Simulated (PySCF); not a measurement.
## Polarisability and C₆ of N⁺ (nitrogen, charge +1)

[He] 2s2 2p2, high-spin 3P determinant. Computed with PySCF 2.14 in aug-cc-pCVTZ-DK (7s6p4d2f, 59 functions), with scalar relativity by spin-free X2C-1e. Coupled (time-dependent) response in atomic units; α is the mean over directions.

```
method  mean α (bohr³)         α xx, yy, zz  C₆ (like pair)  S(−4)
   UHF           3.931  3.994, 3.900, 3.900           8.258  13.29
   PBE           3.916  3.923, 3.913, 3.913           8.507  10.32
  PBE0           3.868  3.893, 3.856, 3.856           8.328  10.39
  BP86           3.911  3.914, 3.910, 3.910           8.506  10.22
revPBE           3.917  3.921, 3.915, 3.915           8.517  10.32
```

S(−4) is the Cauchy moment in α(ω) = α(0) + S(−4) ω² + …

α(iu) at BP86:

| u (hartree) | α(iu) (bohr³) |
| --- | --- |
| 0 | 3.911 |
| 0.0500 | 3.886 |
| 0.100 | 3.813 |
| 0.200 | 3.559 |
| 0.300 | 3.228 |
| 0.500 | 2.560 |
| 0.750 | 1.903 |
| 1.00 | 1.445 |
| 1.50 | 0.8983 |
| 2.00 | 0.6066 |
| 3.00 | 0.3275 |
| 5.00 | 0.1396 |

For an ion, C₆ is the dispersion term alone; charge-induced terms of lower order in 1/R come first.

The components differ because the open shell of this determinant is not spherical; for a pure term their mean is the scalar polarisability.
